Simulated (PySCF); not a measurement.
C2Cl2O2Pt, charge -1, sextet, geometry from GFN2-xTB of the parent state (such geometries of metal compounds can be far from the true shape) (the multiplicity is a formal guess) (core potentials on Pt) (a gas-phase anion, which may not be bound at this level); DF-M062X/def2-SVP in PySCF.

The PySCF input:
```python
from pyscf import gto, scf, dft

mol = gto.Mole()
mol.atom = '''
    Pt    0.064803   -0.014528    0.171957
    Cl    1.692558   -0.777757   -1.542031
    Cl   -2.242496    0.901044    0.082766
    O     1.278530    2.773399    0.230860
    C     0.843692    1.706942    0.279639
    O    -0.964771   -2.843739    0.601703
    C    -0.546326   -1.773607    0.509425
'''
mol.basis = 'def2-svp'
mol.ecp = {'Pt': 'def2-svp'}
mol.charge = -1
mol.spin = 5
mol.verbose = 5
mol.build()

mf = dft.ROKS(mol)
mf.xc = 'm062x'
mf = mf.density_fit(auxbasis='def2-universal-jkfit')
mf.kernel()
```

What the program printed (banner, timings and long lists left out):

```
PySCF version 2.14.0

[INPUT] verbose = 5
[INPUT] max_memory = 4000
[INPUT] num. atoms = 7
[INPUT] num. electrons = 81
[INPUT] charge = -1
[INPUT] spin (= nelec alpha-beta = 2S) = 5
[INPUT] symmetry False subgroup None
[INPUT] Mole.unit = angstrom
[INPUT] Symbol           X                Y                Z      unit          X                Y                Z       unit  Magmom
[...]
[INPUT] ---------------- BASIS SET ----------------
[INPUT] l, kappa, [nprim/nctr], expnt,             c_1 c_2 ...
[INPUT] Pt
[...]
                                13.89244          0.91402161377
[...]
                                7.2               -0.95441807252
                                1.5588402917      0.5714049032
                                0.7323040218      0.49508234268
[...]
                                2.1980241252      0.21158360681
                                0.93629991261     0.46533857641
                                0.3716002816      0.41129165525
[...]
[INPUT] C
[...]
                                186.29004992      0.040638409211
                                42.251176346      0.18025593888
                                11.676557932      0.46315121755
                                3.5930506482      0.44087173314
[...]
                                2.0103545142      0.21117025112
                                0.54771004707     0.51328172114
[...]
[INPUT] O
[...]
                                340.87010191      -0.03989003923
                                77.363135167      -0.17853911985
                                21.47964494       -0.46427684959
                                6.6589433124      -0.44309745172
[...]
                                3.863550544       0.23094120765
                                1.0480920883      0.51375311064
[...]
[INPUT] Cl
[...]
                                1571.7365221      0.014754727977
                                357.12065523      0.066679112875
                                100.25185935      0.17228924084
                                30.812727554      0.158837861
[...]
                                5.7045760975      0.60841752753
                                2.3508376809      0.54352153355
[...]
                                72.102015515      -0.063563355471
                                22.532680262      -0.24016428276
                                7.8991765444      -0.47798866557
                                2.8767268321      -0.38515850005
[...]
nuclear repulsion = 479.088218240383
number of shells = 52
number of NR pGTOs = 225
number of NR cGTOs = 124
basis = def2-svp
ecp = {'Pt': 'def2-svp'}

******** <class 'pyscf.df.df_jk.DFROKS'> ********
method = DFROKS
initial guess = minao
damping factor = 0
level_shift factor = 0
DIIS = <class 'pyscf.scf.diis.CDIIS'>
diis_start_cycle = 1
diis_space = 8
diis_damp = 0
SCF conv_tol = 1e-09
SCF conv_tol_grad = None
SCF max_cycles = 50
direct_scf = False
num. doubly occ = 38  num. singly occ = 5
XC library pyscf.dft.libxc version 7.1.2
    S. Lehtola, C. Steigemann, M. J. T. Oliveira, and M. A. L. Marques,  SoftwareX 7, 1–5 (2018)
XC functionals = m062x
    Y. Zhao and D. G. Truhlar,  Theor. Chem. Acc. 120, 215 (2008)
    Y. Zhao and D. G. Truhlar,  Theor. Chem. Acc. 120, 215 (2008)
radial grids:
    Treutler-Ahlrichs [JCP 102, 346 (1995); DOI:10.1063/1.469408] (M4) radial grids

becke partition: Becke, JCP 88, 2547 (1988); DOI:10.1063/1.454033
pruning grids: <function nwchem_prune>
grids dens level: 3
symmetrized grids: False
atomic radii adjust function: <function treutler_atomic_radii_adjust>
small_rho_cutoff = 0
Set gradient conv threshold to 3.16228e-05
Density of valence part of ANO basis will be used as initial guess for Pt
atom Pt rad-grids = 100, ang-grids = [ 50  50  50  50  50  50  50  50  50  50  50  50  50  50  50  50  50  50
  50  50  50  50  50  50  50  50  50  50  86  86  86  86  86  86  86  86
  86  86  86  86  86  86  86  86 350 350 350 350 350 350 350 350 350 350
 350 434 434 434 434 434 434 434 434 434 434 434 434 434 434 434 434 434
 434 434 434 434 434 434 350 350 350 350 350 350 350 350 350 350 350 350
 350 350 350 350 350 350 350 350 350 350]
atom Cl rad-grids = 80, ang-grids = [ 50  50  50  50  50  50  50  50  50  50  50  50  50  50  50  50  50  50
  50  50  50  50  50  50  86  86  86  86  86  86  86  86  86  86  86  86
  86 350 350 350 350 350 350 350 350 350 434 434 434 434 434 434 434 434
 434 434 434 434 434 434 434 434 434 434 350 350 350 350 350 350 350 350
 350 350 350 350 350 350 350 350]
atom O rad-grids = 75, ang-grids = [ 50  50  50  50  50  50  50  50  50  50  50  50  50  50  50  50  50  50
  50  50  50  50  50  86  86  86  86  86  86  86  86  86 266 266 266 266
 266 266 266 302 302 302 302 302 302 302 302 302 302 302 302 302 302 302
 302 302 302 302 302 266 266 266 266 266 266 266 266 266 266 266 266 266
 266 266 266]
atom C rad-grids = 75, ang-grids = [ 50  50  50  50  50  50  50  50  50  50  50  50  50  50  50  50  50  50
  50  50  50  50  86  86  86  86  86  86  86  86  86  86 266 266 266 266
 266 266 302 302 302 302 302 302 302 302 302 302 302 302 302 302 302 302
 302 302 302 302 266 266 266 266 266 266 266 266 266 266 266 266 266 266
 266 266 266]
tot_boxes 3240, boxes in each direction [13 16 10]
Padding 4 grids
tot grids = 118472
nelec by numeric integration = [39.32919567 39.32919567]
******** <class 'pyscf.df.df.DF'> ********
auxbasis = def2-universal-jkfit
num shells = 221, num cGTOs = 787
size of aux basis 787
int3c2e [1/1], AO [0:52], nrow = 7750
E1 = -2701.4046710895072  E2 = 967.7905992134712  Ecoul = 1062.4205863290317  Exc = -94.62998711556052
init E= -1254.52585363565
cond(S) = 1321.3592914316005
[...]
                  Roothaan           | alpha              | beta
  Highest 2-occ = -0.658809259657915 | -0.658809259657899 | -0.658809259657899
  Lowest 0-occ =  -0.332914561769729 | -0.332914561769739 | -0.332914561769739
[...]
cycle= 48 E= -1265.53124962826  delta_E= -1.08e-08  |g|= 4.11e-05  |ddm|= 0.000577
[...]
                  Roothaan           | alpha              | beta
  Highest 2-occ = -0.196821142942106 | -0.227353038317178 | -0.166282723409368
  Lowest 0-occ =   0.189286503091646 |  0.162888809204171 |  0.161890002867887
  1-occ =         -0.155022318712748 | -0.241581839972289 | -0.0684768752542152
  1-occ =         -0.128084195132148 |  -0.25211490299178 | -0.0040349278408415
  1-occ =         -0.0428753773449256 | -0.145211717875658 | 0.0594625672483805
  1-occ =         0.0832898713065035 | 0.00657419626486282 |  0.160017286518518
  1-occ =         0.0962178886102412 |  0.018279481722281 |  0.174169127017678
  Roothaan mo_energy =
[-1.02474630e+02 -1.02474325e+02 -1.95268337e+01 -1.95267887e+01
 -1.04912192e+01 -1.04910285e+01 -9.64177788e+00 -9.64148034e+00
 -7.36559527e+00 -7.36531294e+00 -7.36453545e+00 -7.36421985e+00
 -7.36244802e+00 -7.36215484e+00 -4.06413575e+00 -2.27691809e+00
 -2.26000895e+00 -2.25784045e+00 -1.05829843e+00 -1.05799162e+00
 -7.27584801e-01 -7.23217439e-01 -5.53253273e-01 -4.73159691e-01
 -4.32251011e-01 -3.89133346e-01 -3.81627343e-01 -3.59118557e-01
 -3.58526419e-01 -3.40739540e-01 -3.28624579e-01 -2.98257327e-01
 -2.89669612e-01 -2.76304521e-01 -2.56648357e-01 -2.28097039e-01
 -2.15916375e-01 -1.96821143e-01 -1.55022319e-01 -1.28084195e-01
 -4.28753773e-02  8.32898713e-02  9.62178886e-02  1.89286503e-01
  1.95751801e-01  2.02521746e-01  2.30970305e-01  2.38424638e-01
  2.48253662e-01  3.16238695e-01  5.22456192e-01  5.24015035e-01
  5.34674652e-01  5.48757636e-01  6.00653679e-01  6.23191767e-01
  6.34863001e-01  6.76501795e-01  7.01379472e-01  7.43392262e-01
  7.49446726e-01  7.66761319e-01  7.83877009e-01  8.10343980e-01
  8.73730554e-01  8.89065227e-01  9.19150640e-01  9.26855638e-01
  9.73409412e-01  1.00851504e+00  1.01436427e+00  1.01487024e+00
  1.01568989e+00  1.02761147e+00  1.03817720e+00  1.04104184e+00
  1.05800115e+00  1.06933038e+00  1.07116790e+00  1.12654474e+00
  1.13044995e+00  1.17651248e+00  1.19216336e+00  1.21507360e+00
  1.22012757e+00  1.26832858e+00  1.27582262e+00  1.33160589e+00
  1.34177684e+00  1.35481527e+00  1.35612387e+00  1.49741042e+00
  1.53896167e+00  1.55233374e+00  1.55625068e+00  1.60145796e+00
  1.71898172e+00  1.72333214e+00  1.74085094e+00  1.77862088e+00
  1.83347536e+00  1.86298680e+00  1.86472325e+00  1.86818748e+00
  1.88366688e+00  1.99701907e+00  2.05520784e+00  2.10925666e+00
  2.13982370e+00  2.53526096e+00  2.81556230e+00  2.86123626e+00
  2.86129546e+00  2.86228143e+00  2.86253939e+00  3.15334038e+00
  3.38347101e+00  3.42663826e+00  3.43103093e+00  3.43493274e+00
  3.85759297e+00  3.95757807e+00  5.11599329e+01  2.82588220e+02]
nelec by numeric integration = [42.99999962 37.99999957]
E1 = -2754.7386878050456  E2 = 1010.119219906948  Ecoul = 1106.0732082167995  Exc = -95.95398830985141
cycle= 49 E= -1265.53124965771  delta_E= -2.95e-08  |g|= 4.73e-05  |ddm|= 0.00194
[...]
                  Roothaan           | alpha              | beta
  Highest 2-occ = -0.196820736575903 | -0.227336721659614 | -0.166307492940379
  Lowest 0-occ =   0.189286339759056 |  0.162884049964738 |  0.161897122769956
  1-occ =         -0.155020727620671 | -0.241576769921187 | -0.0684602764207152
  1-occ =         -0.128084650285819 | -0.252114840861139 | -0.00405960711719135
  1-occ =         -0.0428752544992564 | -0.145210498557922 | 0.0594594774327431
  1-occ =         0.0832914340319101 | 0.00656828654400138 |  0.160017828053853
  1-occ =         0.0962197177838841 | 0.0182759145921241 |  0.174168127420259
  Roothaan mo_energy =
[-1.02474634e+02 -1.02474326e+02 -1.95268321e+01 -1.95267881e+01
 -1.04912163e+01 -1.04910208e+01 -9.64178172e+00 -9.64148173e+00
 -7.36559866e+00 -7.36531412e+00 -7.36453980e+00 -7.36422149e+00
 -7.36245168e+00 -7.36215622e+00 -4.06413362e+00 -2.27691462e+00
 -2.26000843e+00 -2.25783791e+00 -1.05829610e+00 -1.05798925e+00
 -7.27586792e-01 -7.23219393e-01 -5.53249888e-01 -4.73157689e-01
 -4.32249067e-01 -3.89131301e-01 -3.81626372e-01 -3.59116542e-01
 -3.58524525e-01 -3.40736547e-01 -3.28625063e-01 -2.98255593e-01
 -2.89666862e-01 -2.76303479e-01 -2.56651534e-01 -2.28098829e-01
 -2.15917907e-01 -1.96820737e-01 -1.55020728e-01 -1.28084650e-01
 -4.28752545e-02  8.32914340e-02  9.62197178e-02  1.89286340e-01
  1.95754114e-01  2.02524156e-01  2.30971040e-01  2.38425062e-01
  2.48253422e-01  3.16240480e-01  5.22456233e-01  5.24015531e-01
  5.34676149e-01  5.48758740e-01  6.00655029e-01  6.23193739e-01
  6.34863733e-01  6.76503720e-01  7.01379397e-01  7.43393225e-01
  7.49448902e-01  7.66763121e-01  7.83877542e-01  8.10343415e-01
  8.73730625e-01  8.89064128e-01  9.19153344e-01  9.26856603e-01
  9.73410372e-01  1.00851216e+00  1.01436205e+00  1.01486848e+00
  1.01568806e+00  1.02760958e+00  1.03817542e+00  1.04104060e+00
  1.05800009e+00  1.06932891e+00  1.07116870e+00  1.12654470e+00
  1.13044851e+00  1.17651123e+00  1.19216345e+00  1.21507226e+00
  1.22012741e+00  1.26832995e+00  1.27582356e+00  1.33160695e+00
  1.34177782e+00  1.35481718e+00  1.35612423e+00  1.49741328e+00
  1.53896371e+00  1.55233528e+00  1.55625243e+00  1.60145964e+00
  1.71898320e+00  1.72333180e+00  1.74085395e+00  1.77862213e+00
  1.83347778e+00  1.86299007e+00  1.86472618e+00  1.86819065e+00
  1.88366973e+00  1.99702200e+00  2.05521157e+00  2.10926018e+00
  2.13982668e+00  2.53526287e+00  2.81556583e+00  2.86123796e+00
  2.86129718e+00  2.86228311e+00  2.86254110e+00  3.15334371e+00
  3.38347304e+00  3.42664059e+00  3.43103339e+00  3.43493484e+00
  3.85759506e+00  3.95758045e+00  5.11599349e+01  2.82588222e+02]
nelec by numeric integration = [42.99999962 37.99999957]
E1 = -2754.738669147256  E2 = 1010.1192012273003  Ecoul = 1106.073192221081  Exc = -95.95399099378065
cycle= 50 E= -1265.53124967957  delta_E= -2.19e-08  |g|= 5.23e-05  |ddm|= 0.000673
SCF not converged.
SCF energy = -1265.53124967957
```

The run did not converge; its last values are not results.
